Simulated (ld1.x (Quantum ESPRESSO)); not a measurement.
PBE PAW dataset for C, scalar-relativistic all-electron reference.

```json
{
  "Element": "C",
  "Generator": "ld1.x (Quantum ESPRESSO) 7.5",
  "Type": "PAW",
  "Functional": "PBE",
  "Relativity": "scalar-relativistic",
  "Frozen core": "[He]",
  "Valence charge": "4",
  "Reference configuration": "2s2 2p2",
  "Partial waves": "2s (bound): rcut 1.10, rcutus 1.20 bohr; 2s channel at -0.3 Ry: rcut 1.10, rcutus 1.20 bohr; 2p (bound): rcut 2.05, rcutus 2.85 bohr; 2p channel at 1.3 Ry: rcut 2.05, rcutus 2.85 bohr",
  "Local potential": "all-electron potential smoothed inside 2.10 bohr (lloc = -1)",
  "Core correction": "a·sin(br)/r model core, default radius (ld1.x builds one for every PAW set, though the input has nlcc=.false.)",
  "Augmentation charge": "PSQ, inside the norm-conserving radii"
}
```

All-electron outer shells of the reference configuration (PBE, scalar-relativistic, ld1.x):

```json
{"shell": "1s", "level (eV)": "-273.38", "outermost node (bohr)": "–", "outermost maximum (bohr)": "0.17"}
{"shell": "2s", "level (eV)": "-13.75", "outermost node (bohr)": "0.38", "outermost maximum (bohr)": "1.22"}
{"shell": "2p", "level (eV)": "-5.29", "outermost node (bohr)": "–", "outermost maximum (bohr)": "1.20"}
```

Question: Does the generator finish with these settings?

Answer: Yes, a potential is produced and its reference levels are reproduced.

Question: Estimate the cutoffs (Ry, on a coarse ladder) from which the occupation-weighted sum of valence levels, in a spherical-Bessel basis at the reference potential, stays within 10 and 1 mRy of its value at 400 Ry.

Answer: 8 Ry and 21 Ry.

Question: What does a ghost test show?

Answer: No extra level below or beside the all-electron valence levels (s, p, d, f tested).

Question: Is the overlap operator S = 1 + Σ q|β⟩⟨β| positive definite (Bessel basis up to 400 Ry)?

Answer: Yes: its lowest eigenvalue is 0.62 (s channel).

Question: Tests: 2s2 2p1; 2s2 2p0; 2s1 2p0; 2s2 2p1.5; 2s1 2p2; 2s1 2p3; 2s2 2p2.3. Which has the largest error in its energy relative to the reference configuration, and how large is it?

Answer: 2s1 2p0, with -17 meV (all-electron minus pseudo) on +83.21 eV.
